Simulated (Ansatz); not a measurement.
This geometry of C$_{3}$H$_{9}$FOSi (15 atoms, charge 0, multiplicity 1) is a first-order saddle point.

Computed with Ansatz 0.2.0, RKS PBE/6-31G.

```xyz
15
Properties=species:S:1:pos:R:3
C 0.258 -1.661 -0.266
C 0.616 -0.194 0.122
C 0.786 0.724 -1.112
Si -0.697 0.526 1.312
O -2.184 0.921 0.522
F -0.026 1.948 2.005
H 1.031 -2.367 0.081
H 0.184 -1.761 -1.363
H -0.706 -2.007 0.150
H 1.569 -0.186 0.687
H 1.086 1.746 -0.820
H 1.560 0.324 -1.791
H -0.156 0.788 -1.688
H -1.122 -0.407 2.415
H -2.218 1.556 -0.225
```

(1) Which two structures does it join? (They come from a converged band through this point; their orientation in space is the band's.)

(2) How far does it lie above each of them?

Answers

(1) No bond is made or broken. The dihedral H9–C1–C2–Si4 goes from -58 to 63°. The two ends are copies of one structure, up to a mirror image or an exchange of like atoms.

First end point:

```xyz
15
Properties=species:S:1:pos:R:3
C 0.190 -1.629 -0.276
C 0.613 -0.211 0.166
C 0.928 0.708 -1.036
Si -0.749 0.551 1.271
O -2.228 0.825 0.416
F -0.141 2.050 1.854
H 0.985 -2.097 -0.886
H -0.729 -1.593 -0.889
H -0.006 -2.289 0.587
H 1.519 -0.285 0.801
H 1.258 1.708 -0.706
H 1.728 0.271 -1.660
H 0.039 0.831 -1.682
H -1.167 -0.292 2.447
H -2.263 1.401 -0.378
```

Last end point:

```xyz
15
Properties=species:S:1:pos:R:3
C 0.214 -1.626 -0.295
C 0.627 -0.197 0.122
C 0.831 0.732 -1.095
Si -0.677 0.523 1.322
O -2.206 0.798 0.559
F -0.054 2.016 1.904
H 0.094 -2.293 0.578
H 0.979 -2.071 -0.957
H -0.744 -1.616 -0.846
H 1.576 -0.246 0.693
H 1.158 1.739 -0.787
H 1.595 0.317 -1.777
H -0.105 0.833 -1.676
H -1.016 -0.354 2.498
H -2.294 1.394 -0.215
```

(2) 0.142 eV above the first and 0.142 eV above the second. This is the barrier of this one path; another mechanism may lie lower. Limits of this set-up: no polarisation functions.

Run time: 8 min on 1 CPU thread of a shared host.
